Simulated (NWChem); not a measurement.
Species: P2H cation; SMILES P#[PH+]

All runs: NWChem. Structure relaxed at the PBE-D3(BJ)/def2-SVP level. Level: PBE0/Sadlej pVTZ; rows give the wavelength of the field.

```json
[
 {"field": "static", "isotropic polarisability (bohr³)": "41.4", "anisotropy (bohr³)": "32.0"},
 {"field": "1065 nm", "isotropic polarisability (bohr³)": "42.0", "anisotropy (bohr³)": "32.7"},
 {"field": "589 nm", "isotropic polarisability (bohr³)": "[?]", "anisotropy (bohr³)": "[?]"}
]
```

Complete the blanks.


- 589 nm, isotropic polarisability (bohr³): 43.3
- 589 nm, anisotropy (bohr³): 34.3
